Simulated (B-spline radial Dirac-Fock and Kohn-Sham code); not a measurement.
# Form factor and incoherent scattering function of Xe³⁸⁺

System: the Xe³⁸⁺ ion in the configuration 1s2 2s2 2p6 3s2 3p4.

Method: Dirac-Fock densities. Computed with a radial finite-basis atomic code. f₀ is the Fourier transform of the spherical electron density, S the Waller-Hartree incoherent function, and s = sin θ/λ. The electron scattering factor follows from the Mott-Bethe formula f_e = 0.023934 Å⁻¹·(Z − f₀)/s².

```
s (Å⁻¹)      f₀       S  f_e (Å)
      0  16.000   0.000        –
   0.05  15.989   0.013  363.905
    0.1  15.955   0.053   91.057
   0.15  15.899   0.120   40.529
    0.2  15.821   0.211   22.844
   0.25  15.722   0.328   14.658
    0.3  15.602   0.467   10.211
   0.35  15.463   0.628    7.529
    0.4  15.305   0.809    5.788
   0.45  15.129   1.008    4.594
    0.5  14.937   1.223    3.740
    0.6  14.508   1.693    2.626
    0.7  14.029   2.203    1.952
    0.8  13.513   2.737    1.514
    0.9  12.969   3.279    1.212
      1  12.411   3.818    0.995
    1.1  11.849   4.344    0.834
    1.2  11.291   4.848    0.710
    1.4  10.224   5.776    0.535
    1.6   9.258   6.588    0.418
    1.8   8.418   7.291    0.337
      2   7.707   7.903    0.277
    2.5   6.407   9.156    0.182
      3   5.525  10.169    0.129
    3.5   4.803  11.035    0.096
      4   4.135  11.779    0.075
      5   2.970  12.923    0.049
      6   2.152  13.681    0.034
```

f₀ starts at the number of electrons, 16, and has fallen to half at s ≈ 1.92 Å⁻¹. The sum of ⟨r²⟩ over the electrons is 0.6127 bohr². For an ion f_e diverges as s goes to zero, because of the net charge.
